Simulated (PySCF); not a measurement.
Ligands exchanged one at a time, In Cl-H. Isolated molecules, 0 K electronic values unless said otherwise. Strings in code marks are SMILES.

The numbers are results of PySCF 2.14.0 with PBE-D3(BJ)/def2-TZVP // B3LYP-D3(BJ)/def2-TZVP, not measurements. 

| species | HOMO–LUMO gap (eV) | dipole moment (D) | LUMO (eV) |
|---|---|---|---|
| 1 of 3 Cl replaced by H (`[Cl][InH][Cl]`) | 4.72 | 2.50 | [?] |
| 2 of 3 Cl replaced by H | 4.15 | 2.79 | -2.72 |
| 3 of 3 Cl replaced by H (`[InH3]`) | 4.34 | 0.00 | [?] |

**Question.** What belongs in the gaps?

**Answer.** 
- 1 of 3 Cl replaced by H (`[Cl][InH][Cl]`), LUMO (eV): -2.80
- 3 of 3 Cl replaced by H (`[InH3]`), LUMO (eV): -2.65
